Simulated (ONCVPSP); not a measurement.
# erbium (Er): one change to an ONCV potential, before and after

```json
{
  "Element": "Er",
  "Generator": "ONCVPSP 4.0.1",
  "Type": "optimised norm-conserving Vanderbilt (ONCV)",
  "Functional": "PBE",
  "Relativity": "scalar-relativistic",
  "Frozen core": "[Kr] 4d10 4f11",
  "Valence charge": "11",
  "Reference configuration": "5s2 5p6 5d1 6s2",
  "Partial waves": "5s+6s: rc 2.15 bohr, ncon 4, nbas 9, qcut 6.3 1/bohr, 3 projectors, debl 0.8 Ha; 5p: rc 2.15 bohr, ncon 4, nbas 7, qcut 7.8 1/bohr, local; 5d: rc 2.65 bohr, ncon 4, nbas 9, qcut 6.1 1/bohr, 2 projectors, debl 2.3 Ha; f scattering state at 0.45 Ha: rc 2.40 bohr, ncon 4, nbas 8, qcut 4.3 1/bohr, 2 projectors, debl 2.2 Ha",
  "Local potential": "the p channel",
  "Core correction": "Teter function, fcfact 3.75, rcfact 1.6"
}
```

Change: all radii but the core radius scaled by about 1.10 (s 2.36, p 2.36, d 2.90, f 2.62 bohr).

Cutoffs: the cutoffs (Ha) at which the residual kinetic energy of the hardest occupied pseudo-wave falls to 1 and 0.1 mHa per electron; they do not see the model core or the augmentation charge, which bear on the density cutoff. Errors are all-electron minus pseudo energies relative to the spin-unpolarised reference configuration.

**Question.** Predict the effect on cutoff, ghosts and configuration errors.

**Answer.** The potential gets softer (15 Ha and 19 Ha → 11 Ha and 18 Ha); the bound ghost in f disappears; of the 3 tests that both files solve, the error grows in 2 and shrinks in 0 by more than 15 % and 0.3 meV (median size 1.9 → 2.4 meV). A larger radius leaves more room for a smooth pseudo-wave, so fewer plane waves are needed.

| quantity | base | changed |
| --- | --- | --- |
| cutoff, loose | 15 Ha | 11 Ha |
| cutoff, tight | 19 Ha | 18 Ha |
| loose cutoff by channel | s 12 Ha, p 15 Ha, d 9.8 Ha | s 10 Ha, p 11 Ha, d 9.3 Ha |
| bound ghosts | f | none |
| GHOST(+) flags under 300 eV | none | none |
| tests counted as reliable (solved cleanly; for ONCVPSP, near-neutral configurations with less than one 5d electron left out) | 3 of 4 | 3 of 4 |
| error for 5s2 5p6 5d1 6s1, meV [ΔE 7.04 eV] | -1.9 | -2.4 |
| error for 5s2 5p6 5d1 6s0, meV [ΔE 19.81 eV] | -6.4 | -9.2 |
| error for 5s2 5p6 5d1 6s1.5, meV [ΔE 2.85 eV] | -0.8 | -0.9 |
| rms error of d²Exc/dni dnj with the model core, mHa | 1.42 | 1.43 |

Base: The cutoffs count occupied waves only; projector 2 of the f channel, the hardest unoccupied one, needs 62 Ha at the loose tolerance. Changed file: The cutoffs count occupied waves only; projector 2 of the f channel, the hardest unoccupied one, needs 49 Ha at the loose tolerance. A true bound ghost makes a file unfit for plane-wave use even where its test errors are small: the radial tests pick states by their node count and pass the ghost by.
